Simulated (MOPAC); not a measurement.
MOPAC input (PM7):

```
PM7 PRECISE GNORM=0.05 LET XYZ CHARGE=-1 GEO-OK AUX(PRECISION=9) THREADS=1
CHI2

I    -1.85979164 1    0.09530544 1    0.01461599 1
C    -0.00420179 1   -1.24815986 1    0.21982951 1
I     1.86058508 1    0.07601455 1   -0.02380418 1
H    -0.01684171 1   -1.59100025 1   -0.83200298 1
```

Q: What heat of formation does the run end on?

A: 11.61 kcal/mol.
